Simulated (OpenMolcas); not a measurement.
# Ta3+ in MgO: curves along the breathing mode

Ta3+ with its 6 nearest oxide ions, on the Mg site of MgO (a = 4.2112 Å, distance in the model lattice 2.106 Å). The rest of the host is ab initio model potentials to 7.6 Å, with orthogonalisation functions on the cations behind the ligands, and point charges beyond; the distance is set by hand and nothing relaxes, and no local charge compensation is placed. Ligand basis ANO-RCC-VDZP.

```yaml
Program: OpenMolcas
Method: SS-CASPT2, IPEA 0.25 Eh, imaginary shift 0.1 Eh (the lowest 17 gerade and 15 ungerade orbitals frozen, chosen by energy and not by shell, so the metal 5p can be frozen and 4f correlated)
Basis: ANO-RCC-VDZP [7s6p4d2f1g]
Scalar_Hamiltonian: DKH2, point nucleus
Active_space: 2 electrons in 5 orbitals (5d)
State_averaging: 2S+1 = 3 even, 10 roots; 2S+1 = 1 even, 15 roots
Spin-orbit_coupling: state interaction with AMFI integrals over the reference wave functions
```

Spin-free energies (labels of O, the rotations of Oh) in cm-1 above the lowest fitted minimum, as all ligands move together:

| R (Å) | 3T1 | 1T2 | 1E | 1A1 | 3T2 | 3T1(2) | 1T2(2) |
| --- | --- | --- | --- | --- | --- | --- | --- |
| 1.963 | 8440 | 15300 | 15190 | 24800 | 55010 | 60720 | 61740 |
| 2.009 | 2400 | 9310 | 9260 | 18860 | 46400 | 52300 | 53390 |
| 2.056 | 20 | 7030 | 7010 | 16610 | 41300 | 47480 | 48570 |
| 2.102 | 1130 | 7980 | 8100 | 17700 | 40040 | 46050 | 47030 |
| 2.148 | 5080 | 11970 | 12110 | 21710 | 41670 | 47830 | 48830 |
| 2.194 | 11630 | 18700 | 18780 | 28390 | 46230 | 52420 | 53350 |
| 2.241 | 21040 | 28080 | 28180 | 37810 | 53690 | 59740 | 60790 |

Cubic fits give the following; the wavenumber is harmonic, with the mass of all moving ligands, small differences in it between states hang on the degree of the fit, a number in brackets counts states of one label, and the table is a selection of at most 14 states with clean curves.

```json
{"State": "3T1", "R0 (Å)": "2.064", "Breathing mode (cm-1)": "733", "Minimum (cm-1)": "0"}
{"State": "1T2", "R0 (Å)": "2.064", "Breathing mode (cm-1)": "732", "Minimum (cm-1)": "6930"}
{"State": "1E", "R0 (Å)": "2.063", "Breathing mode (cm-1)": "732", "Minimum (cm-1)": "6960"}
{"State": "1A1", "R0 (Å)": "2.064", "Breathing mode (cm-1)": "732", "Minimum (cm-1)": "16560"}
{"State": "3T2", "R0 (Å)": "2.099", "Breathing mode (cm-1)": "725", "Minimum (cm-1)": "39940"}
{"State": "3T1(2)", "R0 (Å)": "2.099", "Breathing mode (cm-1)": "719", "Minimum (cm-1)": "46080"}
{"State": "1T2(2)", "R0 (Å)": "2.100", "Breathing mode (cm-1)": "719", "Minimum (cm-1)": "47100"}
{"State": "1T1", "R0 (Å)": "2.098", "Breathing mode (cm-1)": "721", "Minimum (cm-1)": "49490"}
{"State": "3A2", "R0 (Å)": "2.135", "Breathing mode (cm-1)": "726", "Minimum (cm-1)": "79620"}
{"State": "1E(2)", "R0 (Å)": "2.134", "Breathing mode (cm-1)": "717", "Minimum (cm-1)": "86710"}
{"State": "1A1(2)", "R0 (Å)": "2.132", "Breathing mode (cm-1)": "710", "Minimum (cm-1)": "95230"}
```

The minimum of 3T2 is shifted by +0.0349 Å against 3T1 (from the unrounded fits). With M = 96.0 u for the moving shell, the Huang-Rhys factor in this mode is S = M ω ΔR² / 2ħ = 0.01483 × 96.0 × 733 × 0.0349² = 1.27. Only the first shell moves, against a rigid host.

Roots that are degenerate in the reference are averaged as groups; the widest CASPT2 spread within a group is 400 cm-1 (the 3-fold group of multiplicity 1 near 50700 cm-1 above the lowest state of its run, R = 2.056). Shifts and gaps below about the spread of the groups concerned are not significant. Over all roots computed the reference weight is 0.70 to 0.72 in R = 1.963, 0.70 to 0.71 in R = 2.009, 0.70 to 0.71 in R = 2.056, 0.70 to 0.71 in R = 2.102, 0.70 to 0.71 in R = 2.148, 0.70 to 0.71 in R = 2.194, 0.70 to 0.71 in R = 2.241; a low but even weight reflects the number of correlated electrons. An orbital triplet at a regular site is open to Jahn-Teller coupling, which can distort the site and quench the lowest spin-orbit gaps and is left out. Ligand-to-metal charge-transfer states are missing. With no ligand orbital active B as a rule stays too high, so bands that hang on it stand too high and its fall with covalency is understated. With one d shell and no ligand orbital active, 10Dq can be off by a tenth or more. The least metal-like active orbital is 69 % on the metal (Löwdin) and no ligand orbital is active, so the numbers are rough (holds for R = 1.963). The least metal-like active orbital is 71 % on the metal (Löwdin) and no ligand orbital is active, so the numbers are rough (holds for R = 2.009). The least metal-like active orbital is 73 % on the metal (Löwdin) and no ligand orbital is active, so the numbers are rough (holds for R = 2.056). The least metal-like active orbital is 74 % on the metal (Löwdin) and no ligand orbital is active, so the numbers are rough (holds for R = 2.102). The least metal-like active orbital is 75 % on the metal (Löwdin) and no ligand orbital is active, so the numbers are rough (holds for R = 2.148). The least metal-like active orbital is 76 % on the metal (Löwdin) and no ligand orbital is active, so the numbers are rough (holds for R = 2.194; R = 2.241). No measured value stands beside these numbers.
